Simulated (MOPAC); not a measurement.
MOPAC input (PM7):

```
PM7 PRECISE GNORM=0.05 LET XYZ UHF MS=0.5 GEO-OK AUX(PRECISION=9) THREADS=1
Cl2Sb

Sb   -0.33499300 1   -0.17820600 1    0.48278300 1
Cl   -0.34556600 1    1.85082400 1   -0.72811400 1
Cl    1.35054500 1   -1.31620700 1   -0.72023700 1
```

Output:

```
 *******************************************************************************
 **                                                                           **
 **                              MOPAC v23.2.5                                **
 **                                                                           **
 *******************************************************************************
 ** MOPAC's Digital Object Identifier: https://doi.org/10.5281/zenodo.6511958 **
 **                                                                           **
 ** Please cite the open-source release paper for use of this MOPAC version:  **
 ** J. E. Moussa and J. J. P. Stewart (2026)                                  **
 ** MOPAC: An open-source semiempirical molecular orbital program             **
 ** J. Open Source Softw., 11(119), 8025, https://doi.org/10.21105/joss.08025 **
 *******************************************************************************

                              PM7 CALCULATION RESULTS

 *******************************************************************************
 *  PM7        - The PM7 Hamiltonian to be used
 *  GEO-OK     - OVERRIDE INTERATOMIC DISTANCE AND OTHER SAFETY CHECKS
 *  UHF        - UNRESTRICTED HARTREE-FOCK CALCULATION
 *  MS=        - IN MECI, MAGNETIC COMPONENT OF SPIN =  0.5
 *  LET        - OVERRIDE SOME SAFETY CHECKS
 *  PRECISE    - TIGHTER CRITERIA TO BE USED
 *  XYZ        - CARTESIAN COORDINATE SYSTEM TO BE USED
 *  GNORM      - EXIT WHEN GRADIENT NORM DROPS BELOW 0.050
 *  AUX        - OUTPUT AUXILIARY INFORMATION
 *******************************************************************************
PM7 PRECISE GNORM=0.05 LET XYZ UHF MS=0.5 GEO-OK AUX(PRECISION=9) THREADS=1
 Cl2Sb

   ATOM   CHEMICAL          X               Y               Z
  NUMBER   SYMBOL      (ANGSTROMS)     (ANGSTROMS)     (ANGSTROMS)

     1      Sb         -0.33499300  *  -0.17820600  *   0.48278300  *
     2      Cl         -0.34556600  *   1.85082400  *  -0.72811400  *
     3      Cl          1.35054500  *  -1.31620700  *  -0.72023700  *

          CARTESIAN COORDINATES

    NO.       ATOM           X           Y           Z

     1        Sb         -0.3350     -0.1782      0.4828
     2        Cl         -0.3456      1.8508     -0.7281
     3        Cl          1.3505     -1.3162     -0.7202

 General Reference for PM7:
 "Optimization of Parameters for Semiempirical Methods VI: More Modifications to the
 NDDO Approximations and Re-optimization of Parameters", J. J. P. Stewart, J. Mol. Mod., 1:32, 19 (2013)
 https://link.springer.com/article/10.1007/s00894-012-1667-x

           Empirical Formula: Sb Cl2  =     3 atoms

      MOLECULAR POINT GROUP   :   C2v

          UHF CALCULATION, NO. OF ALPHA ELECTRONS =   10
                           NO. OF BETA  ELECTRONS =    9

          Geometry optimization using EF

          DIAGONAL MATRIX USED AS START HESSIAN

 CYCLE:     1  GRAD.:    45.362 HEAT: -20.70983
 CYCLE:     2  GRAD.:    83.054 HEAT: -18.00668
 CYCLE:     3  GRAD.:     6.625 HEAT: -22.53218
 CYCLE:     4  GRAD.:     0.875 HEAT: -22.56699
 CYCLE:     5  GRAD.:     0.050 HEAT: -22.56760
 CYCLE:     6  GRAD.:     0.035 HEAT: -22.56761

     GRADIENT =  0.03524 IS LESS THAN CUTOFF =  0.05000

 -------------------------------------------------------------------------------
 PM7 PRECISE GNORM=0.05 LET XYZ UHF MS=0.5 GEO-OK AUX(PRECISION=9) THREADS=1
 Cl2Sb

     GEOMETRY OPTIMISED USING EIGENVECTOR FOLLOWING (EF).
     SCF FIELD WAS ACHIEVED

                              PM7 CALCULATION
                                                       MOPAC v23.2.5 Linux

          FINAL HEAT OF FORMATION =        -22.56761 KCAL/MOL =     -94.42288 KJ/MOL

          COSMO AREA              =        119.51 SQUARE ANGSTROMS
          COSMO VOLUME            =        110.64 CUBIC ANGSTROMS

          GRADIENT NORM           =          0.03524          =       0.02035 PER ATOM
          IONIZATION POTENTIAL    =          8.915462 EV
          ALPHA SOMO LUMO (EV)    =         -8.915 -1.791
          BETA  SOMO LUMO (EV)    =        -11.698 -2.143
          NO. OF ALPHA ELECTRONS  =         10
          NO. OF BETA  ELECTRONS  =          9
          MOLECULAR WEIGHT        =        192.6560         POINT GROUP:  C2v

          MOLECULAR DIMENSIONS (Angstroms)

            Atom       Atom       Distance
           Cl     3   Cl     2     3.53551
           Sb     1   Cl     3     1.45133
           Cl     3   Cl     2     0.00000

          SCF CALCULATIONS        =          7

   ATOM   CHEMICAL          X               Y               Z
  NUMBER   SYMBOL      (ANGSTROMS)     (ANGSTROMS)     (ANGSTROMS)

     1      Sb         -0.31126351  *  -0.16558239  *   0.44858450  *
     2      Cl         -0.35407092  *   1.81395293  *  -0.69636397  *
     3      Cl          1.31507587  *  -1.30272922  *  -0.68861246  *

                             CARTESIAN COORDINATES

   1   Sb       -0.311263507    -0.165582394     0.448584502
   2   Cl       -0.354070922     1.813952927    -0.696363966
   3   Cl        1.315075874    -1.302729223    -0.688612465

           Empirical Formula: Sb Cl2  =     3 atoms

      MOLECULAR POINT GROUP   :   C2v

          ALPHA EIGENVALUES
 -35.10570 -26.34245 -24.19220 -14.11807 -13.47385 -13.06309 -12.40731 -11.86617
 -11.79861  -8.91546  -1.79100  -1.57368  18.48070  18.52296  18.61248  18.88578
  19.06651  68.80235  69.13451  69.33593  69.82112  69.94583  70.01487  70.15117
  70.15363  70.78840  70.84192

           BETA EIGENVALUES
 -32.57028 -26.28893 -23.41784 -14.01737 -13.32706 -12.71669 -12.21778 -11.81140
 -11.69780  -2.14254  -1.42292  -1.21878  18.52156  18.52172  18.62735  18.88895
  19.06407  68.77938  69.14785  69.31593  69.80616  69.92784  70.03447  70.17940
  70.18495  70.81385  70.87226

              NET ATOMIC CHARGES AND DIPOLE CONTRIBUTIONS

  ATOM NO.   TYPE          CHARGE      No. of ELECS.   s-Pop       p-Pop       d-Pop
    1         Sb           0.423437        4.5766     1.98071     2.42821     0.16764
    2         Cl          -0.211719        7.2117     1.97865     5.23064     0.00242
    3         Cl          -0.211719        7.2117     1.97865     5.23064     0.00242
 DIPOLE           X         Y         Z       TOTAL
 POINT-CHG.    -1.610    -0.857     2.321     2.952
 HYBRID        -0.131    -0.070     0.189     0.240
 SUM           -1.741    -0.926     2.510     3.192

          ATOMIC ORBITAL ELECTRON POPULATIONS

     Atom    s        px        py        pz      x^2-y^2     xz        z^2       yz        xy
    1 Sb   1.98071   0.87370   0.70661   0.84790   0.03851   0.02161   0.03473   0.03165   0.04114
    2 Cl   1.97865   1.91985   1.51909   1.79171   0.00070   0.00010   0.00030   0.00088   0.00045
    3 Cl   1.97865   1.65446   1.78269   1.79348   0.00045   0.00060   0.00030   0.00038   0.00070

                    (SZ)    =    0.500000
                    (S**2)  =    0.753169

          ATOMIC ORBITAL SPIN POPULATIONS

    Atom   Total    s     px     py     pz   x^2-y^2  xz     z^2    yz     xy
         Atomic
    1 Sb  0.9775  0.001  0.453  0.156  0.368 -0.000 -0.000  0.001 -0.001 -0.000
    2 Cl  0.0113  0.001  0.022 -0.020  0.009 -0.000  0.000  0.000 -0.000  0.000
    3 Cl  0.0113  0.001  0.005 -0.003  0.009  0.000 -0.000  0.000  0.000 -0.000

 **********************
 *                    *
 * JOB ENDED NORMALLY *
 *                    *
 **********************

 == MOPAC DONE ==
```

The geometry given is a B3LYP-D3(BJ)/def2-TZVP minimum.
